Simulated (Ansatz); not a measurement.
Reaction (ligand exchange at a Ta–F bond): `[NH2][Ta]([F])([F])=[S]` + NH₃ → `[NH2][Ta]([NH2])([F])=[S]` + H–F

Calculated with Ansatz (gas phase, PBE0-D4/def2-TZVP geometries, no zero-point term in ΔE). CBS: MP2 limit from def2 TZ/QZ plus the TZ coupled-cluster correction, frozen cores. This one scheme is used for every species. DFT in def2-TZVPP. B3LYP here is the variant with VWN-RPA as its local correlation; programs differ in this. Elements past krypton have def2 core potentials. For Ta outer-core shells are correlated without core-valence functions, which leaves a few kJ/mol of doubt a bond. One conformer a species, not always the lowest.

```json
{"level": "PBE-D4", "ΔE (kJ/mol)": "83.7", "difference from CCSD(T)/CBS": "11.1"}
{"level": "B3LYP-D4", "ΔE (kJ/mol)": "84.1", "difference from CCSD(T)/CBS": "11.5"}
{"level": "BHLYP-D4", "ΔE (kJ/mol)": "82.2", "difference from CCSD(T)/CBS": "9.6"}
{"level": "BLYP", "ΔE (kJ/mol)": "95.3", "difference from CCSD(T)/CBS": "22.7"}
{"level": "PBE0", "ΔE (kJ/mol)": "82.8", "difference from CCSD(T)/CBS": "10.2"}
{"level": "r2SCANh", "ΔE (kJ/mol)": "87.5", "difference from CCSD(T)/CBS": "14.9"}
{"level": "LC-ωPBE", "ΔE (kJ/mol)": "89.8", "difference from CCSD(T)/CBS": "17.2"}
{"level": "CCSD(T)/def2-SVP", "ΔE (kJ/mol)": "84.3", "difference from CCSD(T)/CBS": "11.7"}
{"level": "HF/def2-TZVPP", "ΔE (kJ/mol)": "89.3", "difference from CCSD(T)/CBS": "16.7"}
{"level": "MP2/def2-QZVPP", "ΔE (kJ/mol)": "69.5", "difference from CCSD(T)/CBS": "-3.1"}
{"level": "CCSD(T)/CBS", "ΔE (kJ/mol)": "72.6", "difference from CCSD(T)/CBS": "0"}
```

Largest T1 diagnostic among the species: 0.020, so the coupled-cluster value is less sure than usual.

From PBE to PBE0 (25 % exact exchange), in def2-TZVPP and without D4, ΔE moves by −4.9 kJ/mol. The D4 term adds −6.3 kJ/mol with B3LYP and −3.6 kJ/mol with PBE0; it sums over pairs of atoms, weighted by their polarisabilities, and B3LYP, whose exchange is more repulsive, gets the larger term. At CCSD(T), def2-SVP lies +11.7 kJ/mol from the extrapolated value and def2-TZVPP +2.5 kJ/mol.

CCSD(T)/CBS has its own doubt, a few kJ/mol and more with outer-core shells, so smaller differences from it don't rank the levels.
